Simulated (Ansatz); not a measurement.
Input file for Ansatz (a first-principles code): R-CCSD(T)/aug-cc-pVQZ on HF (SMILES F) with ghost functions, monomers drawn apart or pushed together.

Ansatz 0.2 input:
```yaml
crystal:
  periodic: [false, false, false]
  atoms:
    - {symbol: F, position_ang: [-0.36218514, 0.13536947, 0.36942273]}
    - {symbol: H, position_ang: [-0.22032105, -0.77429421, 0.26519966]}
basis:
  gaussian:
    orbitals: aug-cc-pVQZ
    ghost_atoms:
      - {symbol: Br, position_ang: [-0.06069024, 0.87217403, 3.53936575]}
      - {symbol: H, position_ang: [-0.23257025, 0.76070801, 2.12416290]}
magnetization: {spin_polarized: false}
correlation: {method: ccsd_t, electrons: outside_noble_gas}
scf: {lower_state_search: off}
```

The log:

```
WARN ansatz: RAYON_NUM_THREADS=2 ignored (pool sized by the plan → 2); use --threads N
Functional definition: HF
these checks for a lower state are left out or cut short: stability, starts, cluster_reference, orbital_swaps, neighbouring_geometries, increment
integrals: 1.90 GiB planned
1593 factors; integrals over basis functions are off by at most 1.2e-3 eV
mean field: 0.82 GiB planned
mean field evaluation 1: about -2722.0194 eV, gradient 2.5e1 eV
mean field evaluation 2: about -2722.0193 eV, gradient 2.5e1 eV
mean field evaluation 4: about -2722.9861 eV, gradient 1.2e0 eV
mean field evaluation 8: about -2722.9909 eV, gradient 5.9e-5 eV
mean field -2722.99091793 eV, -100.0680705246 hartree, gradient 1.6e-6 eV, S^2 0.000000; 0 other end points of the search recorded, 0 dependent functions left out
1 core orbitals not correlated
reference -2722.99091793 eV, -100.0680705246 hartree; 4, 4 occupied and 260, 260 virtual orbitals, 1593 factors
second order -8.21445791 eV of doubles, -0.00000000 eV of singles
coupled cluster: 4.25 GiB planned
cycle   1  -8.04087427 eV  change    1.7e-1 eV  update   4.5e-2
cycle   2  -8.16758542 eV  change   -1.3e-1 eV  update   1.3e-2
cycle   3  -8.19872398 eV  change   -3.1e-2 eV  update   5.3e-3
cycle   4  -8.19391691 eV  change    4.8e-3 eV  update   9.5e-4
cycle   5  -8.19343908 eV  change    4.8e-4 eV  update   3.2e-4
cycle   6  -8.19356521 eV  change   -1.3e-4 eV  update   8.3e-5
cycle   7  -8.19355168 eV  change    1.4e-5 eV  update   2.6e-5
cycle   8  -8.19353921 eV  change    1.2e-5 eV  update   7.1e-6
cycle   9  -8.19353708 eV  change    2.1e-6 eV  update   2.1e-6
perturbative correction -0.22725536 eV, -0.0083514805 hartree
Total energy: -2731.41171038 eV, -100.3775289391 hartree
Checks for a lower state left out: stability, starts, cluster_reference, orbital_swaps, neighbouring_geometries, increment
```

Self-consistency was reached.

Cost: very roughly 80 core-seconds.
